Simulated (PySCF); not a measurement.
# Bond curve of CaB

Set-up: Ca 6-311G(d,p), B 6-311G(d,p); no relativity (PySCF 2.14). Energies in eV from Ca + B in their ground configurations at the same level. State: Ms = 0.5 determinant of mixed spin (⟨S²⟩ near 1.5), unpaired electrons π ↑.

All columns are PBE0. A positive dipole means Ca(−)B(+).

| R (Å) | E (eV) | μ (D) | Mulliken charge on Ca (basis-dependent) | HOMO (eV) | LUMO (eV) | Mayer bond order | ⟨S²⟩ |
| --- | --- | --- | --- | --- | --- | --- | --- |
| 2.239 | -0.584 | -2.00 | 0.49 | -4.08 | -2.64 | 0.89 | 1.56 |
| 2.343 | -0.813 | -2.29 | 0.49 | -4.17 | -2.49 | 0.89 | 1.54 |
| 2.447 | -0.938 | -2.57 | 0.48 | -4.25 | -2.36 | 0.88 | 1.51 |
| 2.525 | -0.981 | -2.76 | 0.48 | -4.31 | -2.27 | 0.88 | 1.48 |
| 2.603 | -0.991 | -2.94 | 0.47 | -4.37 | -2.20 | 0.88 | 1.46 |
| 2.681 | -0.977 | -3.10 | 0.46 | -4.43 | -2.18 | 0.87 | 1.43 |
| 2.785 | -0.931 | -3.27 | 0.44 | -4.36 | -2.22 | 0.86 | 1.38 |
| 2.915 | -0.847 | -3.43 | 0.41 | -4.30 | -2.27 | 0.84 | 1.32 |
| 3.071 | -0.730 | -3.52 | 0.37 | -4.28 | -2.31 | 0.80 | 1.23 |
| 3.280 | -0.576 | -3.44 | 0.32 | -4.32 | -2.35 | 0.72 | 1.11 |

A fit through these points gives, at Re = 2.593 Å, μ = -2.92 D and dμ/dR = -2.19 D/Å; the reduced mass is 8.631 u.

**Question.** How strong is the fundamental in the double-harmonic approximation, I = 42.26·(dμ/dR)²/μred km/mol?

**Answer.** I = 42.26·(-2.19)²/8.631 = 23.5 km/mol at PBE0.

The state is the lowest determinant that a PBE0 search found; another state may lie lower at other levels.
